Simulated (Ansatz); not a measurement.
Reactions of BFH2O2 (`OB(O)F`).

Computed with Ansatz on PBE0-D4/def2-TZVP structures; ΔE is electronic, products minus reactants. CCSD(T)/CBS is the MP2 limit (def2-TZVPP, def2-QZVPP) plus CCSD(T) − MP2 in def2-TZVPP, frozen cores. This one scheme is used for every species, atoms too. No spin–orbit coupling; open shells (•) take unrestricted orbitals. Spin–orbit coupling would lower the free atoms: a little for B, F, O. For Ge outer-core shells are correlated without core-valence functions, so the limit isn't a true one: a few kJ/mol of doubt a bond, and 10 to 20 or more in all where bonds break to atoms. Scalar relativity is left out up to krypton. Each species was taken in one conformer, which may not be the lowest.

| reaction | HF/CBS(def2) (eV) |
| --- | --- |
| `OB(O)F` + `[NH2][GeH3]` → `OB(F)[NH][GeH3]` + H₂O | 0.23 |
| `OB(O)F` + `[NH2][AlH2]` → `OB(F)[NH][AlH2]` + H₂O | 0.36 |
| `OB(O)F` + `[SiH3]S` → `OB(F)S[SiH3]` + H₂O | 0.93 |
| `OB(O)F` + `[OH][GeH3]` → `OB(O)[O][GeH3]` + H–F | 0.17 |
| `OB(O)F` → B• + F• + 2 H• + 2 O• | 20.46 |
| `OB(O)F` + `BCB(C)O` → `BCB(O)F` + `CB(O)O` | 0.05 |
| `OB(O)F` + `CCS` → `CCSB(O)O` + H–F | 1.17 |

(1) Give the CCSD(T)/CBS values in the same order. (An estimate is asked.)

Largest T1 diagnostic: 0.014, for B•.

## Answers

(1) Computed: 0.10, 0.25, 0.64, 0.03, 28.04, 0.05, 0.76 eV.
